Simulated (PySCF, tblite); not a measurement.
Species: C₆H₁₁ClOSi.
Z-matrix (Å and degrees, GFN2-xTB geometry), rows numbered from 1:
```
C 
O   1  1.4053
C   2  1.3626  1  117.56
C   3  1.3295  2  127.72  1    -3.50
C   4  1.5035  3  118.38  2   177.86
C   5  1.5205  4  110.33  3  -111.81
Cl  6  1.7795  5  109.81  4    65.14
Si  5  1.9185  4  103.68  3     9.83
C   3  1.5032  2  113.10  1   177.02
H   1  1.0889  2  106.17  3  -177.25
H   1  1.0950  2  111.17  3   -58.20
H   1  1.0954  2  111.29  3    63.64
H   4  1.0793  3  123.68  2     1.34
H   5  1.0951  4  109.90  3   131.13
H   6  1.0919  5  112.10  4   -53.10
H   6  1.0901  5  111.63  4  -176.61
H   8  1.4601  5  114.31  4  -130.48
H   8  1.4672  5  109.87  4   104.42
H   9  1.0892  3  109.57  2    50.88
H   9  1.0900  3  109.12  2   -65.31
```

Theory: PBE0/pcSseg-1 in PySCF (dipole) on a GFN2-xTB geometry, gas phase.

Take the most abundant isotopes and a rigid rotor. The values belong to one conformer with, in the numbering `[CH3:1][O:2][C:3]1=[CH:4][C@@H:5]([CH2:6][Cl:7])[SiH2:8][CH2:9]1`, C1–O2–C3–C4 -4°, C4–C5–C6–Cl7 65°, C3–C4–C5–C6 -112°, C4–C5–Si8–C9 -11°, C5–Si8–C9–C3 10°, O2–C3–C9–Si8 173°.

(1) Give the principal moments of inertia and the rotational constants in GHz.

(2) What kind of rotor is it?

(3) What does the inertial defect say?

(4) Give the coordinates in the principal-axis frame, origin at the centre of mass.

(5) Which types of transition are allowed, and where do some lines up to J = 3 fall?

(6) Estimate the classical rotational partition function at 10 K, 298.15 K and 500 K.

Answers

(1) Ia = 313.56, Ib = 584.71, Ic = 710.40 u·Å²; 505379 MHz·u·Å²/I gives 1612, 864.3 and 711.4 MHz, that is A = 1.6117, B = 0.8643, C = 0.7114 GHz.

(2) An asymmetric top; Ray's κ = -0.660.

(3) Not planar: Δ = Ic − Ia − Ib = -187.87 u·Å². For a rigid frame Δ = −2 Σ m c², so Σ m c² = 93.94 u·Å² lies off the ab plane: 19.46 from hydrogen and 74.47 from heavier atoms. The atom farthest from that plane is 2.26 Å away.

(4) The sense of each axis is arbitrary; atoms in the order of the calculation.
| atom | mass (u) | a (Å) | b (Å) | c (Å) |
| --- | --- | --- | --- | --- |
| C1 | 12.000 | 3.219 | 1.127 | 0.239 |
| O2 | 15.995 | 2.572 | 0.096 | -0.464 |
| C3 | 12.000 | 1.321 | -0.257 | -0.056 |
| C4 | 12.000 | 0.641 | 0.216 | 0.984 |
| C5 | 12.000 | -0.756 | -0.291 | 1.215 |
| C6 | 12.000 | -1.768 | 0.817 | 0.967 |
| Cl7 | 34.969 | -1.737 | 1.288 | -0.748 |
| Si8 | 27.977 | -0.916 | -1.755 | -0.014 |
| C9 | 12.000 | 0.695 | -1.317 | -0.919 |
| H10 | 1.008 | 4.170 | 1.288 | -0.266 |
| H11 | 1.008 | 2.631 | 2.050 | 0.217 |
| H12 | 1.008 | 3.401 | 0.843 | 1.281 |
| H13 | 1.008 | 1.014 | 0.985 | 1.644 |
| H14 | 1.008 | -0.875 | -0.591 | 2.262 |
| H15 | 1.008 | -1.540 | 1.717 | 1.541 |
| H16 | 1.008 | -2.784 | 0.489 | 1.186 |
| H17 | 1.008 | -2.122 | -1.719 | -0.837 |
| H18 | 1.008 | -0.821 | -3.027 | 0.711 |
| H19 | 1.008 | 1.387 | -2.151 | -1.031 |
| H20 | 1.008 | 0.534 | -0.913 | -1.919 |

(5) The dipole components are |μa| = 0.58 D, |μb| = 0.24 D, |μc| = 2.00 D. The squared components, which scale the intensities, stand as 0.08 : 0.01 : 1.00 (a : b : c). Some lines, for components of 0.1 D or more:

| type | branch | J(Ka,Kc) | MHz | lower level (cm⁻¹) |
| --- | --- | --- | --- | --- |
| a | Q | 2(1,1) ← 2(1,2) | 459 | 0.178 |
| b | Q | 1(1,0) ← 1(0,1) | 900 | 0.053 |
| b | Q | 2(1,1) ← 2(0,2) | 1074 | 0.157 |
| b | Q | 3(1,2) ← 3(0,3) | 1372 | 0.312 |
| c | Q | 3(2,2) ← 3(1,2) | 2027 | 0.358 |
| c | Q | 2(2,1) ← 2(1,1) | 2242 | 0.193 |
| b | Q | 2(2,0) ← 2(1,1) | 2263 | 0.193 |
| b | R | 1(1,1) ← 0(0,0) | 2323 | 0.000 |
| c | R | 1(1,0) ← 0(0,0) | 2476 | 0.000 |
| a | R | 2(1,2) ← 1(1,1) | 2999 | 0.077 |
| a | R | 2(1,1) ← 1(1,0) | 3304 | 0.083 |
| b | R | 2(1,2) ← 1(0,1) | 3746 | 0.053 |
| b | R | 3(0,3) ← 2(1,2) | 4029 | 0.178 |
| a | R | 3(1,3) ← 2(1,2) | 4485 | 0.178 |
| a | R | 3(0,3) ← 2(0,2) | 4645 | 0.157 |
| a | R | 3(2,1) ← 2(2,0) | 4809 | 0.268 |
| a | R | 3(1,2) ← 2(1,1) | 4942 | 0.193 |
| b | R | 3(1,3) ← 2(0,2) | 5101 | 0.157 |
| b | R | 2(2,1) ← 1(1,0) | 5547 | 0.083 |
| c | R | 2(2,0) ← 1(1,0) | 5568 | 0.083 |
| c | R | 2(2,1) ← 1(1,1) | 5700 | 0.077 |
| b | R | 3(2,2) ← 2(1,1) | 6969 | 0.193 |
| c | R | 3(2,2) ← 2(1,2) | 7428 | 0.178 |
| b | R | 3(3,1) ← 2(2,0) | 8838 | 0.268 |
| c | R | 3(3,0) ← 2(2,0) | 8840 | 0.268 |
| c | R | 3(3,1) ← 2(2,1) | 8859 | 0.268 |

(6) Point group C1, symmetry number σ = 1; q = (√π/σ)·√((kT/h)³/(ABC)), k/h = 20836.6 MHz/K: 5360 at 10 K, 872000 at 298.15 K, 1890000 at 500 K.

Its GFN2-xTB frequencies are all real (lowest 51 cm⁻¹). Constants of a rigid frame at the computed geometry: no zero-point averaging, no centrifugal distortion. A rigid rotor knows nothing of internal rotation, which can split or shift real lines. Quadrupole hyperfine structure (35Cl) is left out.
